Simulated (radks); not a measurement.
Q: Species: the copper ion Cu4+. Configuration: [Ar] 3d7. Method: scalar-relativistic Kohn-Sham, Slater X-alpha with alpha = 0.667, spin-polarised, spherical densities, finite nucleus; open shells are filled with parallel spins first; Fermi nuclear charge, rms radius 3.8823 fm; computed with a radial shooting solver on a logarithmic mesh with Libxc functionals. Some entries of the table are withheld. Estimate them.

orbital  occ.  eigenvalue (hartree)  <1/r> (bohr^-1)  <r> (bohr)
1s up       1             -327.1193            29.11     0.05222
1s down     1             -327.1184            29.11     0.05221
2s up       1             -41.58128            6.310      0.2358
2s down     1             -41.49409            6.318      0.2355
2p up       3             -36.27453            6.200      0.2068
2p down     3             -36.20764            6.207      0.2065
3s up       1              -6.72911            2.034      0.6999
3s down     1              -6.57028            2.025      0.7022
3p up       3              -5.15964            1.897      0.7258
3p down     3              -5.00390            1.887      0.7295
3d up       5              -2.61486            1.601         (1)
3d down     2              -2.46318            1.581         (2)

A: 
(1) 3d up <r> (bohr): 0.8015
(2) 3d down <r> (bohr): 0.8162
